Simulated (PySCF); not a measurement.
**Orbital energies and ionisation energy**

(Cl2B-mu-NH2)2.
Z-matrix (Å and degrees, PBE0-D3(BJ)/def2-SVP geometry), rows numbered from 1:
```
B 
Cl  1  1.8156
Cl  1  1.8163  2  115.93
N   1  1.5892  2  111.59  3  -129.25
B   4  1.5889  1   88.02  2  -113.99
Cl  5  1.8166  4  111.59  1   113.86
Cl  5  1.8156  4  111.72  1  -114.56
N   5  1.5885  4   91.98  1    -0.27
H   4  1.0197  1  114.32  2   129.80
H   4  1.0195  1  114.42  2     2.05
H   8  1.0197  1  114.38  2  -130.05
H   8  1.0197  1  114.55  2    -2.15
```

Level: CAM-B3LYP/def2-SVPD (PySCF). Frontier orbitals with their largest atomic shares (Löwdin; up to four atoms above 4 %):

```json
{"orbital": "HOMO−3", "ε (eV)": "-10.51", "main atoms": "Cl3 19 %, Cl7 19 %, Cl6 19 %, Cl2 18 %"}
{"orbital": "HOMO−2", "ε (eV)": "-10.31", "main atoms": "Cl3 23 %, Cl2 23 %, Cl7 23 %, Cl6 23 %"}
{"orbital": "HOMO−1", "ε (eV)": "-10.29", "main atoms": "Cl6 19 %, Cl7 19 %, Cl2 19 %, Cl3 19 %"}
{"orbital": "HOMO", "ε (eV)": "-10.09", "main atoms": "?"}
{"orbital": "LUMO", "ε (eV)": "0.25", "main atoms": "B1 23 %, B5 23 %, Cl3 6 %, Cl7 6 %"}
{"orbital": "LUMO+1", "ε (eV)": "1.22", "main atoms": "N8 11 %, N4 11 %, Cl7 10 %, Cl2 9 %"}
{"orbital": "LUMO+2", "ε (eV)": "1.22", "main atoms": "Cl3 16 %, Cl6 15 %, B5 15 %, B1 15 %"}
```

**Question.** What vertical ionisation energy does ΔSCF give, and how far is −ε(HOMO) from it?

**Answer.** ΔSCF: 10.94 eV (1055 kJ/mol; threshold wavelength 113 nm); ⟨S²⟩ of the doublet left behind is 0.756, against 0.75 for a pure doublet. −ε(HOMO) is 10.09 eV, 0.85 eV below it. In exact Kohn–Sham theory the two would be equal; CAM-B3LYP (range-separated hybrid) falls short of its own ΔSCF value by 8 %. Holes in the HOMO−1 and HOMO−2 were tried too where these lie within 1.2 eV of the HOMO; the lowest converged state counts.

**Question.** On which atoms does the HOMO lie?

**Answer.** Cl6 (chlorine bonded to B) 25 %, Cl2 (chlorine bonded to B) 24 %, Cl7 (chlorine bonded to B) 24 %, Cl3 (chlorine bonded to B) 24 %, so no atom holds as much as 40 %. The HOMO−1 lies 0.20 eV lower.

**Question.** What kinetic energy would electrons from this vertical process carry with 118.2 nm light (10.49 eV)?

**Answer.** The photon is 0.45 eV short of the vertical value.

**Question.** Shift the occupied levels rigidly so that −ε(HOMO) equals the ΔSCF value. What binding energies result?

**Answer.** The shift is +0.85 eV: HOMO 10.94, HOMO−1 11.14, HOMO−2 11.16, HOMO−3 11.36 eV. A rigid shift is only a rough guide to the deeper ionisations.

Isolated species at its PBE0-D3(BJ)/def2-SVP geometry (one conformer only).
